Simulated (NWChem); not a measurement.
Program: NWChem. System: HGe (+1), charge 1, spin multiplicity 1, at a geometry optimised with PBE0/def2-SVP. The structure started from a generated list of species. Level: PBE0/def2-SVP.

The NWChem input:

```
start mol
memory heap 200 mb stack 900 mb global 1100 mb
charge 1
geometry units angstroms nocenter noautoz noautosym
  Ge     0.000000     0.000000     0.048235
  H      0.000000     0.000000    -1.543507
end
basis spherical
  * library def2-svp
end
dft
  xc pbe0
  semidirect memsize 60000000 filesize 0
  iterations 100
end
task dft energy
```

Part of the output:

```
             Northwest Computational Chemistry Package (NWChem) 7.3.0
             --------------------------------------------------------

                                NWChem Input Module
                                -------------------

 Scaling coordinates for geometry "geometry" by  1.889725989
 (inverse scale =  0.529177249)

                             Geometry "geometry" -> ""
                             -------------------------

 Output coordinates in angstroms (scale by  1.889725989 to convert to a.u.)

  No.       Tag          Charge          X              Y              Z
 ---- ---------------- ---------- -------------- -------------- --------------
    1 Ge                  32.0000     0.00000000     0.00000000     0.04823500
    2 H                    1.0000     0.00000000     0.00000000    -1.54350700

 Effective nuclear repulsion energy (a.u.)      10.6384526940

            Nuclear Dipole moment (a.u.)
            ----------------------------
        X                 Y               Z
 ---------------- ---------------- ----------------
     0.0000000000     0.0000000000     0.0000245664


 Summary of "ao basis" -> "" (spherical)
 ------------------------------------------------------------------------------
       Tag                 Description            Shells   Functions and Types
 ---------------- ------------------------------  ------  ---------------------
 *                          def2-svp                  on all atoms

                                 NWChem DFT Module
                                 -----------------

 Summary of "ao basis" -> "ao basis" (spherical)
 ------------------------------------------------------------------------------
       Tag                 Description            Shells   Functions and Types
 ---------------- ------------------------------  ------  ---------------------
 Ge                         def2-svp                12       32   5s4p3d
 H                          def2-svp                 3        5   2s1p

 Summary of "ao basis" -> "ao basis" (spherical)
 ------------------------------------------------------------------------------
[...]
    11      0.056926  1 Ge pz                34      0.052767  2 H  s
     1     -0.037791  1 Ge s                 17     -0.028351  1 Ge pz

 Vector   16  Occ=2.000000D+00  E=-5.540980D-01
              MO Center= -1.6D-09, -2.0D-09, -2.6D-01, r^2= 2.2D+00
   Bfn.  Coefficient  Atom+Function         Bfn.  Coefficient  Atom+Function
  ----- ------------  ---------------      ----- ------------  ---------------
     4      0.431348  1 Ge s                 14      0.427784  1 Ge pz
    33     -0.363857  2 H  s                 17      0.244405  1 Ge pz
     3     -0.226305  1 Ge s                 11     -0.223969  1 Ge pz
    34     -0.198603  2 H  s                  5      0.148714  1 Ge s
     8      0.072546  1 Ge pz                30     -0.059910  1 Ge d  0

 Vector   17  Occ=0.000000D+00  E=-3.777985D-01
              MO Center= -1.8D-09,  5.7D-10,  1.9D-02, r^2= 2.3D+00
   Bfn.  Coefficient  Atom+Function         Bfn.  Coefficient  Atom+Function
  ----- ------------  ---------------      ----- ------------  ---------------
    12      0.426907  1 Ge px                15      0.403819  1 Ge px
    13      0.400704  1 Ge py                16      0.379033  1 Ge py
     9     -0.215530  1 Ge px                10     -0.202301  1 Ge py
     6      0.069462  1 Ge px                 7      0.065198  1 Ge py

 Vector   18  Occ=0.000000D+00  E=-3.777985D-01
              MO Center= -5.0D-09,  5.4D-09,  1.9D-02, r^2= 2.3D+00
   Bfn.  Coefficient  Atom+Function         Bfn.  Coefficient  Atom+Function
  ----- ------------  ---------------      ----- ------------  ---------------
    13     -0.426907  1 Ge py                16     -0.403819  1 Ge py
    12      0.400704  1 Ge px                15      0.379033  1 Ge px
    10      0.215530  1 Ge py                 9     -0.202301  1 Ge px
     7     -0.069462  1 Ge py                 6      0.065198  1 Ge px

 Vector   19  Occ=0.000000D+00  E=-1.786620D-01
              MO Center= -4.3D-09,  1.9D-09, -2.9D-01, r^2= 3.6D+00
   Bfn.  Coefficient  Atom+Function         Bfn.  Coefficient  Atom+Function
  ----- ------------  ---------------      ----- ------------  ---------------
    34      1.265742  2 H  s                 17      1.035369  1 Ge pz
     4     -0.502639  1 Ge s                  5     -0.407659  1 Ge s
    14      0.386146  1 Ge pz                33      0.320959  2 H  s
     3      0.188251  1 Ge s                 11     -0.181493  1 Ge pz
    30      0.123462  1 Ge d  0              20     -0.098944  1 Ge d  0

 center of mass
 --------------
 x =   0.00000000 y =   0.00000000 z =   0.05069311

 moments of inertia (a.u.)
 ------------------
           8.995952064763           0.000000000000           0.000000000000
           0.000000000000           8.995952064763           0.000000000000
           0.000000000000           0.000000000000           0.000000000000

     Multipole analysis of the density
     ---------------------------------

     L   x y z        total         alpha         beta         nuclear
     -   - - -        -----         -----         ----         -------
     0   0 0 0      1.000000    -16.000000    -16.000000     33.000000

     1   1 0 0     -0.000000     -0.000000     -0.000000      0.000000
     1   0 1 0      0.000000      0.000000      0.000000      0.000000
     1   0 0 1     -0.144394     -0.072209     -0.072209      0.000025

     2   2 0 0     -9.106896     -4.553448     -4.553448      0.000000
     2   1 1 0      0.000000      0.000000      0.000000      0.000000
     2   1 0 1      0.000000      0.000000      0.000000      0.000000
     2   0 2 0     -9.106896     -4.553448     -4.553448      0.000000
     2   0 1 1      0.000000      0.000000      0.000000      0.000000
     2   0 0 2    -11.804586    -10.289105    -10.289105      8.773625

 Task  times  cpu:        0.7s     wall:        0.7s

 Total times  cpu:        0.7s     wall:        0.7s
```
